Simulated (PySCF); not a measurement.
H₂WO₂ + HF → WF(OH) + H₂O

Level: PBE0 in the def2-TZVP basis family, computed in PySCF with density fitting; scalar-relativistic core potentials for atoms from Rb on, none lighter, no spin–orbit coupling; open shells unrestricted.

```csv
species,state and structure,E (Eh),ZPE (kJ/mol),H(298 K) − H(0) (kJ/mol),S° (J/(mol K))
H₂WO₂,"singlet, C2v, W–H 1.732 Å (×2), W–O 1.690 Å (×2); H–W–H 119.4°, H–W–O 107.1° (×4), O–W–O 108.9°",-218.70688,54.1,12.6,281.8
HF,"singlet, C∞v, H–F 0.920 Å",-100.39188,24.9,8.7,173.6
WF(OH),"triplet, C∞v, O–H 0.955 Å, W–F 1.836 Å, W–O 1.807 Å; F–W–O 180.0°, H–O–W 180.0°",-242.66185,39.9,14.5,296.7
H₂O,"singlet, C2v, O–H 0.960 Å (×2); H–O–H 105.1°",-76.37736,56.5,9.9,188.7
```

Q: What is the electronic reaction energy?

A: At PBE0/def2-TZVP, ΔE = 156.3 kJ/mol from the differences of the total energies times 2625.5, uphill. 

Q: Add zero-point, thermal and entropy terms for 298.15 K and 1 bar.

A: ΔZPE = 17.4 and Δ[H(298) − H(0)] = 3.1 kJ/mol give ΔH° = 176.8 kJ/mol. ΔS° = 30.0 J/(mol K), so ΔG° = 176.8 − 298.15 × (0.0300) = 168 kJ/mol.

Spin–orbit coupling can matter for H₂WO₂, WF(OH) and is left out. Open d or f shells are single determinants, so the state found may not be the ground state. Each species is the lowest minimum found with this bonding; other isomers or fragments can lie lower.
